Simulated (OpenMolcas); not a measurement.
## Al2+: effect of the level shift or regulariser

* Program: OpenMolcas 26.06
* Basis: ANO-RCC-VQZP [6s5p3d2f1g]
* Scalar Hamiltonian: DKH2, point nucleus
* Active space: 1 electron in 4 orbitals (3s 3p)
* State averaging: 2S+1 = 2 even, 1 root; 2S+1 = 2 odd, 3 roots
* Spin-orbit coupling: RASSI with atomic mean-field integrals over the reference wave functions, term energies averaged over their components

Methods on the same reference wave functions:
A. CASSCF
B. SS-CASPT2, IPEA 0.25 Eh, imaginary shift 0.1 Eh (closed shells correlated: 2s 2p)
C. SS-CASPT2, IPEA 0.25 Eh, real shift 0.2 Eh (closed shells correlated: 2s 2p)

Energies in cm⁻¹ above 3s ²S_1/2, the measured ground level; measured values from NIST levels in Kelleher and Podobedova, J. Phys. Chem. Ref. Data 37, 709 (2008).

| Level | A | B | C | Measured |
| --- | --- | --- | --- | --- |
| 3s ²S_1/2 | 0.0 | 0.0 | 0.0 | 0.0 |
| 3p ²P°_1/2 | 52823 | 53589 | 53588 | 53683 |
| 3p ²P°_3/2 | 53014 | 53780 | 53779 | 53917 |

Deviations, from unrounded energies. A percentage is the sum of absolute deviations over the sum of measured energies, with the sign that they share, or ± where signs differ.

```
           Against measurement  Levels     A     B     C
mean absolute deviation (cm-1)       2   880   120   120
      other configurations (%)       2  -1.6  -0.2  -0.2
```

B, C lie about equally close to measurement and A furthest from it. The largest miss of B in the table is 3p ²P°_3/2, by -140 cm-1. The ranking rests on the paired levels alone, and a cruder setting can come out closer through cancelling errors.

Between B and C no level of the table moves by more than 5 cm-1.

The lowest spin-free term lies below A's lowest term by 0.222 hartree in B, 0.222 hartree in C.

With one active electron the reference holds no correlation, so core polarisation is missing (holds for A). With one active electron, CASPT2 adds the correlation within the correlated inactive shells and between them and that electron, and leaves the splitting within a term as the reference gives it (holds for B; C). Measured partners are found by configuration, term and J. A level has none where our copy of the source lacks it or the pairing is in doubt (some pairs that miss far off the trend of their configuration count as doubtful), and it then counts in no deviation. Only configurations of the active space appear.

° marks odd parity.
